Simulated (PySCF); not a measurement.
## Excitation energy of Hg by level of theory

Hg [Xe] 4f14 5d10 6s2 (1S) → Hg [Xe] 4f14 5d9 6s2 6p1 (high-spin determinant), as a difference of total energies. All numbers are calculated (PySCF 2.14, scalar relativity by spin-free X2C-1e, in ANO-RCC-VTZP (8s7p5d3f1g, 84 functions)). Correlated levels: valence: [Xe] 4f14 frozen. The calculations carry no spin-orbit coupling.

| method | excitation energy (eV) |
| --- | --- |
| UHF | 8.662 |
| MP2 (valence) | 10.223 |
| SCS-MP2 (valence) | 10.123 |
| CCSD (valence) | 9.848 |
| CCSD(T) (valence) | 9.937 |

**Question.** How much does correlation contribute at CCSD(T) (valence)?

**Answer.** 9.937 − (8.662) = 1.275 eV, measured against UHF.

A first-order spin-orbit estimate (lowest level to lowest level, LS coupling) adds -0.506 eV.

The basis was made for the ground configuration and has no added diffuse functions, so the excitation energy can come out too high.

The determinant of the upper state mixes LS terms, which raises its energy above the lowest term, most at the Hartree-Fock and MP2 levels.
